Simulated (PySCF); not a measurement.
```xyz
5

C     -0.3906    -0.0105     0.0057
N      0.7473    -0.5596    -0.0513
H     -1.2802    -0.6437    -0.0238
H     -0.5663     1.0702     0.0839
H      1.4897     0.1436    -0.0145
```

Charge 0, multiplicity 1.

**Question.** Give the Mulliken and meta-Löwdin atomic charges from PBE-D3(BJ)/def2-TZVP // r2SCAN-D4/def2-TZVP (PySCF 2.14.0).

**Answer.** 
```
atom  Mulliken (e)  meta-Löwdin (e)
----  ------------  ---------------
C1           -0.15            -0.08
N2           -0.27            -0.35
H3            0.12             0.12
H4            0.10             0.09
H5            0.20             0.22
```
